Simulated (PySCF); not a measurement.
Coordinates in bohr (charge 0 multiplicity 2):
```
V     0.0000    0.0000    0.0000
Cl    3.2497    0.0008    2.4112
Cl   -3.2497    0.0013    2.4112
Cl    0.0003    3.2487   -2.4126
Cl   -0.0003   -3.2508   -2.4098
```

These are results of UB3LYP in PySCF with V def2-SVP, Cl def2-SVP; no relativity; density-fitted integrals, not measurements.

This geometry of VCl₄ is a stationary point at this level.

Question: What is the point group?

Answer: D2d.

Question: Is it a minimum?

Answer: Yes: all harmonic wavenumbers are real.

Question: List the harmonic modes with their infrared intensities.

Answer: 
| symmetry | ω (cm⁻¹) | IR (km/mol, summed over degenerate members) | type |
| --- | --- | --- | --- |
| b1 | 71 | 0.0 | bend |
| e | 126 | 5.5 | bend |
| a1 | 127 | 0.0 | bend |
| b2 | 151 | 0.0 | bend |
| a1 | 378 | 0.0 | stretch |
| e | 474 | 249 | stretch |
| b2 | 506 | 94.4 | mixed |

Question: What is the atomisation energy, with and without zero-point energy?

Answer: 1491 kJ/mol without, 1476 kJ/mol with.

In D2d the vibrations span b1 + 2e + 2a1 + 2b2. The a1, b1 modes carry no infrared intensity, as symmetry demands.

Only a few start shapes were tried, so a lower isomer may exist. Open d and f shells are described by one determinant, and the ground state may have another occupation or spin.
